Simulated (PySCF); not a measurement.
PySCF input for C3H7FSi, SMILES F[C@H]1C[C@@H]1[SiH3], PBE/pcSseg-1. Geometry optimised at B3LYP-D3(BJ)/def2-SVP. The structure was generated by enumeration; whether it is a known compound was not checked.

```python
import numpy as np
from pyscf import gto, scf, dft
from pyscf.prop.nmr import rks as nmr

mol = gto.M(
    atom='''
    F    -1.82447151    1.42422220    0.03981322
    C    -0.84769189    0.60171465    0.52304136
    C    -1.07868108   -0.86524483    0.45237777
    C    -0.05709557   -0.19698776   -0.47353837
    Si    1.78394679   -0.47704750   -0.27902425
    H    -0.35386805    1.04133592    1.39748882
    H    -0.72563391   -1.49658996    1.27385945
    H    -2.01896944   -1.18696548   -0.00318296
    H    -0.41480057   -0.06463568   -1.50135511
    H     2.09667990   -0.55709806    1.17953251
    H     2.19843650   -1.75537940   -0.92777750
    H     2.56395552    0.64310537   -0.88182945
    ''',
    basis='pcSseg-1',
    charge=0,
    spin=0,
    max_memory=1600,
    verbose=3,
)
mf = dft.RKS(mol, xc='pbe')
mf.grids.level = 3
mf.conv_tol = 1e-10
mf.max_cycle = 100
mf.kernel()
n = nmr.NMR(mf)
n.verbose = 2
n.max_cycle_cphf = 60
sigma = n.kernel()
print('atom   isotropic/ppm   span/ppm')
for i, s in enumerate(sigma):
    w = np.linalg.eigvalsh((s + s.T) / 2)
    print(f'{mol.atom_symbol(i):2s}{i + 1:3d} {w.mean():14.3f} {w[2] - w[0]:11.3f}')
```

Log of the run:

```
converged SCF energy = -507.382772338039
atom   isotropic/ppm   span/ppm
F   1        375.428     121.040
C   2        101.955     139.978
C   3        166.797      62.751
C   4        178.968      71.404
Si  5        399.833      87.739
H   6         26.889       9.893
H   7         30.702      13.668
H   8         30.082      13.066
H   9         31.006      14.929
H  10         27.951       8.216
H  11         27.065       8.906
H  12         26.882       8.782
```

The calculation finished and met its thresholds.
